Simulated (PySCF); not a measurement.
Identify the unknown among the candidates.

All candidates are C7H10F2O2.

- Rotational structure: rotational constants A, B, C: 1.854, 0.796, 0.635 GHz [GFN2-xTB]
- 13C NMR: chemical shifts (computed TMS as zero) by class: 212.4 (1 C), 120.5 (1 C), 79.1 (1 C), 71.0 (1 C), 58.2 (1 C), 49.7 (1 C), 11.2 (1 C) ppm [GIAO PBE0/pcSseg-1]
- NMR, other nuclei: isotropic shieldings of nuclei other than C and H, by class: -306 (1 O), 289 (1 O), 322 (1 F), 325 (1 F) ppm [GIAO PBE0/pcSseg-1]
- 1H NMR: chemical shifts (computed TMS as zero) by class: 6.84 (1 H), 4.76 (1 H), 4.39 (1 H), 4.00 (1 H), 3.30 (1 H), 2.78 (1 H), 2.46 (1 H), 0.97 (3 H) ppm [GIAO PBE0/pcSseg-1]
- Dipole: 2.68 D [PBE0/pcSseg-1]

The electronic properties come from PySCF, for the isolated species, density fitting. Levels stand in brackets. The structure is a single GFN2-xTB conformer in the gas phase; no vibrational or solvent corrections. NMR values are class means; diastereotopic atoms form classes of their own.

**Question.** Which candidate is it?
A. `C=C1[C@@H](COC)[C@H]1OC(F)F`
B. `C[C@@H]1CC(=O)OC[C@H]1C(F)F`
C. `C[C@@H]1COC[C@H](C(F)F)C1=O`

**Answer.** C. It is `C[C@@H]1COC[C@H](C(F)F)C1=O`. Numbering: `[CH3:1][C@@H:2]1[CH2:3][O:4][CH2:5][C@H:6]([CH:7]([F:8])[F:9])[C:10]1=[O:11]`. Its formula, C7H10F2O2, gives 2 degrees of unsaturation: 1 ring and 1 π bond in the structure found. 7 carbons fall into 7 classes; from least to most shielded: ketone carbonyl carbon [C10] (212.4 ppm), CHF2 carbon [C7] (120.5 ppm), ring sp3 carbon bound to oxygen [C3] (79.1 ppm), ring sp3 carbon bound to oxygen [C5] (71.0 ppm), sp3 carbon next to a carbonyl [C6] (58.2 ppm), sp3 carbon next to a carbonyl [C2] (49.7 ppm), methyl carbon [C1] (11.2 ppm). Hydrogen classes from least to most shielded: 1 H on a CHF2 carbon, C7 (6.84 ppm), 1 H on an sp3 carbon bound to oxygen, C5 (4.76 ppm), 1 H on an sp3 carbon bound to oxygen, C3 (4.39 ppm), 1 H on an sp3 carbon bound to oxygen, C5 (4.00 ppm), 1 H on an sp3 carbon bound to oxygen, C3 (3.30 ppm), 1 H on an sp3 carbon next to a carbonyl, C6 (2.78 ppm), 1 H on an sp3 carbon next to a carbonyl, C2 (2.46 ppm), 3 H on a methyl carbon, C1 (0.97 ppm, a mean of values up to 1.0 ppm apart in this geometry). The other shieldings belong to: -306 ppm, ketone oxygen [O11]; 289 ppm, cyclic ether oxygen [O4]; 322 ppm, fluorine of a CF2 group [F8]; 325 ppm, fluorine of a CF2 group [F9]. The optimised geometry has point group C1 and is an asymmetric top.

The others, at the same levels:
- `C[C@@H]1CC(=O)OC[C@H]1C(F)F` fails: its computed 13C shifts are 174.6 (1 C), 122.2 (1 C), 65.0 (1 C), 50.8 (1 C), 38.4 (1 C), 29.6 (1 C), 24.5 (1 C) ppm, 1H shifts are 6.20 (1 H), 4.70 (1 H), 4.35 (1 H), 2.66 (1 H), 2.12 (1 H), 2.08 (1 H), 1.63 (1 H), 1.11 (3 H) ppm and dipole moment is 3.91 D (against 2.68 D).
- `C=C1[C@@H](COC)[C@H]1OC(F)F` fails: its computed 13C shifts are 139.7 (1 C), 127.3 (1 C), 117.9 (1 C), 73.1 (1 C), 60.6 (1 C), 55.5 (1 C), 28.0 (1 C) ppm, 1H shifts are 6.97 (1 H), 6.30 (1 H), 6.04 (1 H), 4.12 (1 H), 3.87 (1 H), 3.57 (3 H), 3.21 (1 H), 2.04 (1 H) ppm and rotational constant A is 1.093 GHz (against 1.854 GHz).

Each candidate is one conformer, not necessarily the lowest. The conformers computed, where there is a choice (atom-mapped SMILES and torsion angles):
- `[CH2:1]=[C:2]1[C@@H:3]([CH2:4][O:5][CH3:6])[C@H:7]1[O:8][CH:9]([F:10])[F:11]`: C2–C3–C4–O5 153°, C3–C4–O5–C6 -179°, C3–C7–O8–C9 -80°, C7–O8–C9–F10 -84°

The conformers of `C[C@@H]1COC[C@H](C(F)F)C1=O` and `C[C@@H]1CC(=O)OC[C@H]1C(F)F` aren't listed.
